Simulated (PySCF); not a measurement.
## Working out the ionisation energy of Yb²⁺

Yb²⁺ [Xe] 4f14 (1S) → Yb³⁺ [Xe] 4f13 (2F). All numbers are calculated (PySCF 2.14, the spin-free X2C one-electron Hamiltonian (Gaussian nucleus), in cc-pVDZ-X2C). Frozen: [Kr] 4d10. Energies in hartree (1 hartree = 27.21139 eV):

```
            part   Yb²⁺ (lower)   Yb³⁺ (upper)
             UHF  -14053.846953  -14053.081967
CCSD correlation      -0.873543      -0.753828
             (T)      -0.028204      -0.019072
```

What does Hartree-Fock give?

(-14053.081967) − (-14053.846953) = 0.764986 hartree = 20.816 eV.

What do CCSD and CCSD(T) give?

The CCSD correlation energies differ by 0.119715 hartree = 3.258 eV and the triples by 0.009132 hartree = 0.248 eV, so CCSD gives 24.074 eV and CCSD(T) 24.322 eV.

A first-order spin-orbit estimate adds -0.606 eV to CCSD(T) (valence), giving 23.716 eV against 25.053 ± 0.025 eV (semi-empirical (NIST evaluation); NIST Atomic Spectra Database, ionization energies).

A double-zeta basis recovers only part of the correlation energy.

What remains against the reference includes basis incompleteness, the frozen core and higher excitations.
